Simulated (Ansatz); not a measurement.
Hg3Se4 (the lowest singlet isomer of a short search) was relaxed with PBE-D4 (def2-SVP, def2-SVPD) in Ansatz in these states: charge -1 doublet, neutral singlet. The geometries follow in no particular order.

In the def2 sets Hg takes a core potential; there is no spin–orbit coupling.

A:

```csv
atom,x (Å),y (Å),z (Å)
Hg1,1.112,1.384,-1.361
Hg2,0.397,0.755,1.828
Hg3,-0.841,-1.311,-1.281
Se4,1.245,2.835,0.689
Se5,-0.412,-1.570,2.379
Se6,-2.198,-1.676,0.813
Se7,0.696,-0.417,-3.066
```

B:

```xyz
7

Hg    0.244    0.945   -2.010
Hg    1.821    0.384    0.879
Hg   -1.917   -0.755   -0.092
Se    2.246    2.066   -1.007
Se    1.228   -1.351    2.503
Se   -1.815   -0.930    2.348
Se   -1.807   -0.358   -2.621
```

**Question.** Judge from the bond lengths which geometry belongs to which state (an estimate).

**Answer.** A is the neutral singlet (Se5–Se6 2.378 Å, Hg2–Se5 2.523 Å, Hg3–Se6 2.522 Å); B is the charge -1 doublet (Se5–Se6 3.076 Å, Hg2–Se5 2.449 Å, Hg3–Se6 2.449 Å).

These are the stationary points nearest to one start from a short search; other shapes may lie lower in each state.
